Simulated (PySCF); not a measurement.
## Electron correlation in Ne⁺ (neon, charge +1)

[He] 2s1 2p6, 2S determinant (an excited configuration). Calculation: PySCF 2.14, in x2c-QZVPPall (7s4p3d2f1g, 57 functions); scalar relativity by spin-free X2C-1e. Frozen: 1s2; 7 electrons correlated.

| level | correlation energy (mhartree) |
| --- | --- |
| CCSD | -318.18 |
| (T) | -8.60 |
| CCSD(T) | -326.78 |

Diagnostics: T1 = 0.0059, D1 = 0.0161, largest double amplitude 0.060.

Cost of the coupled-cluster step: of the order of 4 core-seconds, for 7 correlated electrons.

Iterations:

```
CC2 = 0
CCSD nocc = (np.int64(4), np.int64(3)), nmo = (56, 56)
frozen orbitals [[0], [0]]
max_cycle = 100
direct = 0
conv_tol = 1e-08
conv_tol_normt = 1e-06
diis_space = 8
diis_start_cycle = 0
Init t2, MP2 energy = -0.293404311102989
Init E_corr(UCCSD) = -0.293404311126372
cycle = 1  E_corr(UCCSD) = -0.306360039735306  dE = -0.0129557286  norm(t1,t2) = 0.0471325
cycle = 2  E_corr(UCCSD) = -0.312999264478275  dE = -0.00663922474  norm(t1,t2) = 0.022836
cycle = 3  E_corr(UCCSD) = -0.318107154681509  dE = -0.0051078902  norm(t1,t2) = 0.0121727
cycle = 4  E_corr(UCCSD) = -0.318217097006665  dE = -0.000109942325  norm(t1,t2) = 0.00292977
cycle = 5  E_corr(UCCSD) = -0.318141755929473  dE = 7.53410772e-05  norm(t1,t2) = 0.00139353
cycle = 6  E_corr(UCCSD) = -0.318176681380077  dE = -3.49254506e-05  norm(t1,t2) = 0.000199877
cycle = 7  E_corr(UCCSD) = -0.318176423640767  dE = 2.5773931e-07  norm(t1,t2) = 2.65539e-05
cycle = 8  E_corr(UCCSD) = -0.318175500850178  dE = 9.22790589e-07  norm(t1,t2) = 5.84682e-06
cycle = 9  E_corr(UCCSD) = -0.31817571953819  dE = -2.18688012e-07  norm(t1,t2) = 1.08398e-06
cycle = 10  E_corr(UCCSD) = -0.318175672189056  dE = 4.73491339e-08  norm(t1,t2) = 4.39131e-07
cycle = 11  E_corr(UCCSD) = -0.318175691448441  dE = -1.92593846e-08  norm(t1,t2) = 6.74449e-07
cycle = 12  E_corr(UCCSD) = -0.318175673632475  dE = 1.78159663e-08  norm(t1,t2) = 1.10024e-07
cycle = 13  E_corr(UCCSD) = -0.318175673560891  dE = 7.15830173e-11  norm(t1,t2) = 8.87246e-09
UCCSD converged
E(UCCSD) = -127.1895940477536  E_corr = -0.3181756735608915
UCCSD(T) correction = -0.00859659076801636
```
